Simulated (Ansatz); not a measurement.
`NCO[SiH3]` + H₂ → `CO[SiH3]` + NH₃ at 500 K and 1 bar (hydrogenolysis of a C–N bond).

Computed with Ansatz on PBE0-D4/def2-TZVP structures; ΔE is electronic, products minus reactants. CBS: MP2 limit from def2 TZ/QZ plus the TZ coupled-cluster correction, frozen cores. This one scheme is used for every species. One conformer a species, not always the lowest.

| species | CCSD(T)/CBS energy (Eh) | H − E (kJ/mol) | S (J/(mol·K)) |
| --- | --- | --- | --- |
| `NCO[SiH3]` | -461.23989 | 266.0 | 386.4 |
| H₂ | -1.17544 | 41.0 | 145.5 |
| `CO[SiH3]` | -405.93001 | 211.0 | 345.4 |
| NH₃ | -56.50880 | 108.2 | 211.8 |

H − E and S are ideal-gas, rigid-rotor, harmonic terms from PBE0-D4/def2-TZVP, for one conformer and one mirror image of each species. The MP2-based limit puts H₂ 0.8 mEh under its directly extrapolated value; such offsets cancel only in part. 1 Eh = 2625.50 kJ/mol, R = 8.31446 J/(mol·K).

Question: By hand: ΔE, ΔH, ΔS and ΔG.

Answer: ΔE = (-405.93001) + (-56.50880) − (-461.23989) − (-1.17544) = -0.02348 Eh = -61.6 kJ/mol. Δ(H − E) = 211.0 + 108.2 − 266.0 − 41.0 = 12.2, so ΔH = -49.4 kJ/mol. ΔS = 345.4 + 211.8 − 386.4 − 145.5 = 25.3 J/(mol·K). ΔG = -49.4 − 500 × (25.3)/1000 = -62.0 kJ/mol.

Question: By hand: the equilibrium constant, and the temperature at which ΔG would vanish if ΔH and ΔS stayed fixed.

Answer: log₁₀ K = −ΔG/(RT ln 10) = 6.5. ΔH and −TΔS have one sign here, so there is no such temperature.

ΔH outweighs TΔS. A doubt of 5 kJ/mol in ΔE shifts log₁₀ K by 0.5 here. Other conformers and mirror images would add mixing entropy, several J/(mol·K) or more a flexible species. Modes under 60 cm⁻¹, often nearly free rotors, make the harmonic entropy too high. These are equilibria of isolated gas molecules and say nothing of rates. Largest T1 diagnostic: 0.011 (customary marks: 0.02 for closed shells, 0.045 for open ones).
